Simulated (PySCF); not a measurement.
**Excitation energy of Ta by level of theory**

Ta [Xe] 4f14 5d3 6s2 (4F) → Ta [Xe] 4f14 5d5 (6S), as a difference of total energies. Calculation: PySCF 2.14, in def2-QZVPPD with the def2 core potential (60 electrons) (7s6p4d3f2g, 84 functions); scalar relativity through the core potential. Correlated levels: valence: 5s2 5p6 frozen. The calculations carry no spin-orbit coupling.

| method | excitation energy (eV) |
| --- | --- |
| UHF | 3.080 |
| MP2 (valence) | 3.401 |
| SCS-MP2 (valence) | 4.225 |
| CCSD (valence) | 3.509 |
| CCSD(T) (valence) | 3.570 |

Problem. How much does correlation contribute at CCSD(T) (valence)?

Solution. 3.570 − (3.080) = 0.490 eV, measured against UHF.
